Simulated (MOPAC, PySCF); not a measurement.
C₂H₉AlSi, SMILES `[CH3][Al]([CH3])[SiH3]`, neutral singlet in the gas phase. 

Cartesian coordinates (Å):
```xyz
13

C      1.8633    -0.8884     0.1075
Al     0.1749     0.0905    -0.0105
C      0.1699     2.0445    -0.0906
Si    -1.9696    -1.1290    -0.0288
H      1.7936    -1.7884     0.7251
H      2.6839    -0.2734     0.4878
H      2.1610    -1.2289    -0.8927
H      0.2829     2.4533     0.9218
H     -0.7496     2.4690    -0.5007
H      1.0137     2.4309    -0.6712
H     -2.9074    -0.6160    -1.0711
H     -1.8356    -2.5977    -0.2522
H     -2.6812    -0.9664     1.2756
```
Charge 0, spin multiplicity 1.

All levels are single points at this geometry (r2SCAN-D4/def2-TZVP); Pople sets use spherical d functions. Orbital energies aren't observables, and empty levels follow the basis.

```tsv
level	HOMO (eV)	LUMO (eV)	gap (eV)	dipole (D)	vertical IE, Delta-SCF (eV)
PBE-D3(BJ)/def2-TZVP in PySCF	-6.05	-2.11	3.94	1.40	8.78
r2SCAN-D4/def2-TZVP in PySCF	-6.28	-1.87	4.41	1.39	8.89
B3LYP/3-21G in PySCF	-6.90	-1.34	5.56	1.69	–
B3LYP/6-311+G** in PySCF	-6.98	-1.55	5.43	1.37	–
B3LYP/6-31G* in PySCF	-6.78	-1.35	5.43	1.54	8.92
AM1 in MOPAC	-9.55	-1.13	8.42	0.81	–
PM3 in MOPAC	-9.12	-2.05	7.07	0.65	–
PM6 in MOPAC	-9.53	0.21	9.74	0.66	–
PM7 in MOPAC	-9.70	-0.32	9.38	2.97	–
```
